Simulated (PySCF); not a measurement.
Choosing a molecule for a target property.

Each SMILES stands for a single optimised conformer of the isolated species, non-relativistic unless stated; the electronic structure was computed with PySCF and density fitting.

Dipoles, sizes and rotational constants follow the conformer. The torsions of the flexible species, by atom-mapped SMILES:
- `[CH2:1]=[CH:2][CH2:3][c:4]1[cH:5][cH:6][o:7][n:8]1`: C1–C2–C3–C4 121°, C2–C3–C4–C5 -73°
- `[NH2:1][SiH2:2][SiH2:3][PH2:4]`: N1–Si2–Si3–P4 -13°, H–N1–Si2–Si3 -178°, H–N1–Si2–Si3 41°, H–P4–Si3–Si2 155°, H–P4–Si3–Si2 62°
- `[H]/[N:3]=[C:2](/[CH3:1])[CH:4]=[O:5]`: C1–C2–C4–O5 180°
- `[CH3:1][O:2][C@@:3]1([C:4]#[N:5])[CH:6]=[CH:7][CH2:8]1`: C1–O2–C3–C4 -63°
- `[CH2:1]=[N:2][C:3]([CH3:4])=[O:5]`: C1–N2–C3–C4 101°
- `[CH:1]#[C:2][C:3]1([C:4]([NH2:5])=[O:6])[CH2:7][CH2:8]1`: C2–C3–C4–N5 0°, H–N5–C4–C3 180°, H–N5–C4–C3 0°
- `[OH:1][CH2:2][c:3]1[cH:4][cH:5][cH:6][cH:7][n:8]1`: O1–C2–C3–C4 180°, H–O1–C2–C3 0°
- `[CH3:1][O:2][C:3]1=[N:4][CH2:5]1`: C1–O2–C3–N4 0°

Question: Wanted: static isotropic polarisability below 48 au (wB97X-D/def2-SVPD) and HOMO–LUMO gap below 10.5 eV (wB97X-D/def2-SVPD), at GFN2-xTB geometries. Which candidate meets both?
A. `C(c1ccon1)C=C`
B. `N[SiH2][SiH2]P`
C. `C1[C@](CC=1)(C#N)OC`
D. `C(/C)(=N\[H])C=O`
E. `C=NC(C)=O`

Answer: D. Computed values:
```csv
species,static isotropic polarisability,HOMO–LUMO gap
C(/C)(=N\[H])C=O,46.6 au,8.93 eV
C=NC(C)=O,48.4 au,10.02 eV
C1[C@](CC=1)(C#N)OC,73.9 au,11.07 eV
C(c1ccon1)C=C,77.6 au,10.84 eV
N[SiH2][SiH2]P,91.9 au,10.26 eV
```

Question: Wanted: dipole moment above 3 D (wB97X-D/def2-SVPD) and HOMO energy above -9.8 eV (wB97X-D/def2-SVPD), at GFN2-xTB geometries. Which candidate meets both?
A. `N[SiH2][SiH2]P`
B. `C#CC1(C(N)=O)CC1`
C. `CO[C@@]1(C#N)C=CC1`
D. `C=CCc1ccon1`

Answer: B. Computed values:
```
           species  dipole moment  HOMO energy
    N[SiH2][SiH2]P         0.80 D     -9.23 eV
       C=CCc1ccon1         2.88 D     -9.60 eV
  C#CC1(C(N)=O)CC1         3.07 D     -9.36 eV
CO[C@@]1(C#N)C=CC1         3.53 D     -9.95 eV
```

Question: Wanted: smallest rotational constant between 1.2 GHz and 2 GHz (GFN2-xTB) and electronic spatial extent ⟨r²⟩ about the centre of nuclear charge above 900 bohr² (wB97X-D/def2-SVPD), at GFN2-xTB geometries. Which candidate meets both?
A. `n1c(cco1)CC=C`
B. `OCc1ccccn1`
C. `N[SiH2][SiH2]P`
D. `[H]/N=C(/C)C=O`

Answer: B. Computed values:
| species | smallest rotational constant | electronic spatial extent ⟨r²⟩ about the centre of nuclear charge |
| --- | --- | --- |
| n1c(cco1)CC=C | 1.122 GHz | 1050 bohr² |
| OCc1ccccn1 | 1.227 GHz | 939 bohr² |
| N[SiH2][SiH2]P | 1.392 GHz | 865 bohr² |
| [H]/N=C(/C)C=O | 2.992 GHz | 418 bohr² |

Question: Wanted: lowest singlet excitation between 5 eV and 6 eV (TDDFT wB97X-D/def2-SVPD) and lowest triplet excitation (Tamm–Dancoff) above 4.4 eV (TDA wB97X-D/def2-SVPD), at GFN2-xTB geometries. Which candidate meets both?
A. `[H]/N=C(/C)C=O`
B. `N[SiH2][SiH2]P`
C. `C=CCc1ccon1`
D. `C=NC(C)=O`
E. `c1nc(ccc1)CO`
F. `COC1=NC1`

Answer: B. Computed values:
```csv
species,lowest singlet excitation,lowest triplet excitation (Tamm–Dancoff)
[H]/N=C(/C)C=O,3.34 eV,2.79 eV
C=NC(C)=O,4.61 eV,4.07 eV
c1nc(ccc1)CO,5.44 eV,4.32 eV
N[SiH2][SiH2]P,5.89 eV,5.54 eV
COC1=NC1,6.38 eV,5.21 eV
C=CCc1ccon1,6.55 eV,4.48 eV
```
